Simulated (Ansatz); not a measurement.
Consider the isomerisation: `NC(F)O[SiH3]` → `N[SiH2]C(O)F`.

Isolated molecules relaxed with PBE0-D4/def2-TZVP in Ansatz; ΔE leaves out vibrations. CCSD(T)/CBS adds triple-zeta CCSD(T) − MP2 to the extrapolated MP2 energy (def2 sets, frozen cores). One conformer a species, not always the lowest.

`NC(F)O[SiH3]`:

```xyz
11

N    -1.875   -0.643   -0.532
C    -0.560   -0.177   -0.620
F    -0.494    1.212   -0.878
O     0.085   -0.404    0.564
Si    1.581    0.221    0.924
H    -2.348   -0.248    0.271
H    -2.396   -0.457   -1.377
H    -0.043   -0.630   -1.474
H     1.500    1.642    1.333
H     2.076   -0.604    2.049
H     2.474    0.089   -0.258
```

`N[SiH2]C(O)F`:

Z-matrix (Å, degrees):
```
Si
C 1 1.910
N 1 1.730 2 102.8
H 1 1.485 2 110.5 3 113.9
H 1 1.487 2 110.4 3 -123.4
F 2 1.408 1 106.8 3 79.2
O 2 1.373 1 110.0 3 -40.0
H 2 1.093 1 116.5 3 -162.8
H 3 1.009 1 119.4 2 -81.1
H 3 1.007 1 119.1 2 138.4
H 7 0.970 2 107.3 1 33.5
```

| level | ΔE (kJ/mol) |
| --- | --- |
| CCSD/def2-TZVPP | 42.3 |
| MP2/CBS(def2) | 34.0 |

(1) What does CCSD(T)/CBS give? (Estimate.)

Largest T1 diagnostic among the species: 0.012.

Results:

(1) Ansatz gave: +34.7 kJ/mol. The listed levels differ from it by 7.6, -0.7 kJ/mol.

In def2-TZVPP, CCSD(T) changes the Hartree–Fock value by −23.7 kJ/mol (the triples alone add −2.6 kJ/mol) and MP2 by −24.3 kJ/mol. From PBE to PBE0 (25 % exact exchange), in def2-TZVPP and without D4, ΔE moves by +6.8 kJ/mol.
